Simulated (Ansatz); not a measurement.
Z-matrix (Å, degrees):
```
C
N 1 1.488
Si 1 1.897 2 88.2
H 1 1.092 2 110.8 3 -120.0
H 1 1.092 2 110.9 3 120.1
C 2 1.283 1 104.7 3 0.1
H 3 1.490 1 118.9 2 112.5
H 3 1.490 1 119.0 2 -112.7
H 6 1.089 2 120.8 1 180.0
```

Total charge 0; spin multiplicity 1.

Question: List the PBE/def2-TZVPP orbital energies in eV (Ansatz 0.2.0). (Best estimate.)

Answer: Ansatz gave: Occupied: -1779.75, -380.90, -269.80, -269.46, -137.49, -94.24, -94.21, -94.21, -23.41, -17.00, -14.23, -12.85, -11.04, -10.41, -10.23, -8.50, -7.65, -7.58, -5.53. Lowest empty: -1.94, -0.94, 0.23, 0.95, 1.35, 1.60, 2.21, 2.34.
